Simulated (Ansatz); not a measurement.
The cluster Hg4O5. Total charge 0; singlet. Geometry B3LYP-D4/def2-SVP; atoms count from 1.

```csv
atom,x (Å),y (Å),z (Å)
Hg1,2.764,1.169,3.256
Hg2,-2.000,-0.663,0.134
Hg3,2.378,-1.131,-0.771
Hg4,0.601,-0.097,1.612
O5,-0.012,1.241,-0.446
O6,-1.332,-1.021,1.990
O7,-1.995,-0.059,-1.866
O8,0.385,0.878,-1.595
O9,-0.789,-0.319,-2.315
```

In the def2 sets Hg takes a core potential; there is no spin–orbit coupling. The structure holds 2 bonds between oxygen atoms, so isomers without such links may lie far lower. The restricted singlet is unstable towards broken spin symmetry at other levels; at PBE0-D4/def2-TZVP this wasn't settled. Another isomer (singlet) lies 1.61 eV lower at PBE0-D4/def2-TZVP; other spin states weren't run for this one.

Estimate the Mulliken populations from the PBE0/def2-TZVP orbitals of Ansatz.


```csv
atom,charge (e),d electrons
Hg1,0.11,9.99
Hg2,0.75,9.85
Hg3,0.12,10.00
Hg4,0.50,9.99
O5,-0.26,–
O6,-0.75,–
O7,-0.30,–
O8,-0.05,–
O9,-0.12,–
```
Mulliken values depend strongly on the basis.

And the Mayer bond orders between heavy atoms (over 0.3)?

Hg2–O6 0.84 (2.00 Å); Hg2–O7 0.62 (2.09 Å); Hg4–O5 0.35 (2.53 Å); Hg4–O6 0.64 (2.17 Å); O5–O8 1.11 (1.27 Å); O7–O9 1.07 (1.31 Å); O8–O9 0.52 (1.82 Å).
